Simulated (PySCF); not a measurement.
Sn(F)2(OH)(OEt) (C2H6F2O2Sn), SMILES CC[O][Sn]([OH])([F])[F].

The structure is a stationary point at PBE0-D3(BJ)/def2-SVP. The def2 effective core potentials stand for the cores of Sn; spin–orbit coupling is left out. Other conformers were not sampled.

Level of theory: C-PCM-PBE0/def2-SVP (PySCF).

The values are the electrostatic part of the solvation free energy, E(continuum) − E(gas) at the gas-phase geometry, in a cavity of scaled van der Waals radii (PySCF's table); cavitation and dispersion terms are not included. A continuum can't describe solvent molecules that bind to the metal. In vacuum the orbital gap is 6.12 eV. The dipole moment in vacuum is 0.79 D.

**Question.** Estimate the values in water (ε = 78.36), dichloromethane (ε = 8.93), n-hexane (ε = 1.88). (Estimate from the structure and the level; the computed values follow.)

**Answer.** 
```tsv
solvent	ε	ΔG(elec) (kcal/mol)	dipole (D)	gap (eV)
water	78.36	-8.5	0.77	6.04
dichloromethane	8.93	-7.6	0.77	6.05
n-hexane	1.88	-3.9	0.78	6.08
```
